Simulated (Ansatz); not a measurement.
Mo₅, relaxed as a triplet with UKS r2SCAN-D4/def2-SVP in Ansatz, starting from the r2SCAN-D4/def2-SVP geometry of the neutral singlet. Force threshold 0.02 eV/Å.

In the def2 sets Mo takes a core potential; there is no spin–orbit coupling. The relaxation made no stability test and no search for a lower SCF solution. At PBE0-D4/def2-TZVP a broken-symmetry singlet of charge 0 lies 0.16 eV below the triplet, each at its own geometry. The structure comes from a short search, and lower isomers may exist.

Start:

```xyz
5

Mo    1.431   -0.016    0.519
Mo   -0.928   -0.954    1.228
Mo    0.651    1.208   -1.181
Mo   -1.172    1.077    0.199
Mo    0.018   -1.315   -0.765
```

```csv
step,energy (eV),largest force component (eV/Å),SCF passes
1,-9279.4143,1.225,70
2 (rejected),-9279.4085,0.900,65
3,-9279.5397,0.328,56
4,-9279.5589,0.449,58
5 (rejected),-9279.4345,1.842,95
6 (rejected),-9279.5493,0.409,61
7,-9279.5719,0.139,56
8,-9279.5729,0.026,48
9 (rejected),-9279.5718,0.146,48
10,-9279.5729,0.015,44
```

Force components are those of the run's own axes.

End:

```
atom    x (Å)    y (Å)    z (Å)
 Mo1   1.4179  -0.0406   0.6141
 Mo2  -0.8676  -0.8999   1.2351
 Mo3   0.6005   1.1452  -1.1898
 Mo4  -1.1755   1.0801   0.1994
 Mo5   0.0248  -1.2848  -0.8588
```

By distances, no bond broke or formed. The bond that changes most is Mo1–Mo2, from 2.64 to 2.52 Å (atoms count from 1).

No frequencies were taken in this run, so the end may be a saddle point.

Run time 2.5 min (4 threads of Arm Neoverse V1 on a shared host).
